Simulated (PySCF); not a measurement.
# How the method changes the shape and vibrations of BClH3OSi

All numbers below are calculated, not measured. They come from PySCF 2.14.0, an open-source quantum chemistry program, on an isolated molecule that a program drew, which may never have been made. The molecule is BClH3OSi (charge 0, doublet), drawn as the SMILES string `OB([SiH2])Cl`.

The geometry was optimised and harmonic frequencies were computed with HF and MP2, all in the cc-pV(D+d)Z basis, for the commonest isotopes, with a restricted reference for singlets and an unrestricted one otherwise, and a frozen core in MP2. Each result is a local minimum of its method.

Geometry at the HF minimum:
```xyz
7
BClH3OSi, angstrom
O    -0.5889   -0.5938   -0.9631
B    -1.8408   -0.3645   -0.5404
Si   -2.3535    0.8732    0.9821
Cl   -3.1225   -1.2996   -1.3505
H     0.0762   -0.0815   -0.5273
H    -3.7087    1.4550    0.8987
H    -1.3416    1.9147    1.2908
```

Lengths of the bonds as drawn, in Å (atoms numbered as above):
| bond | HF | MP2 |
|---|---|---|
| O1-B2 | 1.341 | 1.362 |
| B2-Si3 | 2.028 | 2.012 |
| B2-Cl4 | 1.781 | 1.770 |
| O1-H5 | 0.946 | 0.968 |
| Si3-H6 | 1.477 | 1.479 |
| Si3-H7 | 1.485 | 1.486 |

Rotational constants, in GHz:
```
constant     HF    MP2
       A  6.406  6.334
       B  2.797  2.841
       C  1.955  1.968
```

Harmonic frequencies in cm^-1, each column in rising order, so a row needn't be the same motion in every method:
```
rank    HF   MP2
   1   161   169
   2   180   178
   3   334   318
   4   406   364
   5   506   482
   6   578   504
   7   597   579
   8   621   586
   9   871   863
  10  1001   955
  11  1198     ?
  12  1388  1329
  13  2291  2267
  14  2335  2311
  15  4157  3849
```

**Estimate the missing MP2 frequency from the HF column.**

A single factor s that minimises the squared misfit of MP2 against s times HF over the other rows is sum(HF x MP2) / sum(HF^2) = 0.9509, with an rms misfit of 47 cm^-1. For rank 11 it gives 0.9509 x 1198 = 1139 cm^-1. The calculation gives 1145 cm^-1, 6 cm^-1 above the estimate. The drawn bonds are on average 0.4 % longer in MP2 than in HF.
